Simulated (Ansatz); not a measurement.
Basis-set extrapolation for CH9NO2Si2 (`C[Si](N)(O)O[SiH3]`) (PBE0-D4/def2-TZVP geometry, frozen core, Ansatz). Multiplicity 1, RHF reference.

```tsv
	def2-TZVPP	def2-QZVPP
HF	-825.497821	-825.529390
MP2 correlation	-1.110455	-1.195364
CCSD(T) correlation	-1.201630	not run
```

Energies in hartree. Use E(X) = E(∞) + A·exp(−7.88·√X) for Hartree–Fock and E(X) = E(∞) + B·X^(−2.97) for correlation, with X = 3 and 4, and add CCSD(T) minus MP2 of the smaller set to the MP2 limit.

Task: What is the CCSD(T) energy at the basis-set limit?

Result: HF limit: -825.529390 + (-0.031569) × 0.13774 = -825.53374. MP2 limit: -1.195364 + (-0.084909) × 0.74074 = -1.25826. Higher-order term: -1.201630 − (-1.110455) = -0.09118. Total: -826.88318 hartree, 5.00 eV below CCSD(T)/def2-TZVPP.
